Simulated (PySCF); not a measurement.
CH3Cl2Si, SMILES Cl[Si](C)Cl, multiplicity 2.

The structure is a stationary point at PBE0-D3(BJ)/def2-SVP. The isomer is the one that the SMILES or the coordinates give; other isomers of the formula were not compared.

Two levels are set side by side: PBE/def2-TZVPD (PySCF) and PBE0/def2-TZVPD (PySCF). Same geometry, gas phase. Differences are taken from unrounded values.

```tsv
quantity	PBE0
α-spin orbital gap (eV)	6.51
β-spin orbital gap (eV)	6.33
dipole moment (D)	2.10
mean polarisability (bohr³)	70.3
```

Q: What does PBE give, and how far is it from PBE0? (An estimate is asked for; the answer gives what the named calculation found.)

A: 
```json
[
 {"quantity": "α-spin orbital gap (eV)", "PBE": "4.49", "PBE minus PBE0": "-2.02"},
 {"quantity": "β-spin orbital gap (eV)", "PBE": "4.06", "PBE minus PBE0": "-2.27"},
 {"quantity": "dipole moment (D)", "PBE": "2.03", "PBE minus PBE0": "-0.07"},
 {"quantity": "mean polarisability (bohr³)", "PBE": "73.6", "PBE minus PBE0": "3.3"}
]
```

PBE's more diffuse valence density responds more strongly to a field. Differences between two approximate levels are no errors against the true value.

Rough cost on one machine, each run with all the roots and properties that it gave: PBE0 against PBE within a factor of 2.
